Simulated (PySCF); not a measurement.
Electron correlation in Xe⁺ (xenon, charge +1)

[Kr] 4d10 5s2 5p5, 2P determinant. Computed with PySCF 2.14 in def2-TZVPPD with the def2 core potential (28 electrons), with a scalar-relativistic core potential. Frozen: nothing; 25 electrons correlated.

| level | correlation energy (mhartree) |
| --- | --- |
| CCSD | -553.46 |
| (T) | -9.77 |
| CCSD(T) | -563.23 |

Diagnostics: T1 = 0.0051, D1 = 0.0277, largest double amplitude 0.031.

Is a single reference adequate?

Yes, within this model without spin-orbit coupling: T1 lies below 0.03 and no double amplitude reaches 0.07.

The basis has no tight functions for the innermost shells, so their pair energies are far from complete.

This basis was not built for core-valence correlation, so the inner-shell part is incomplete.
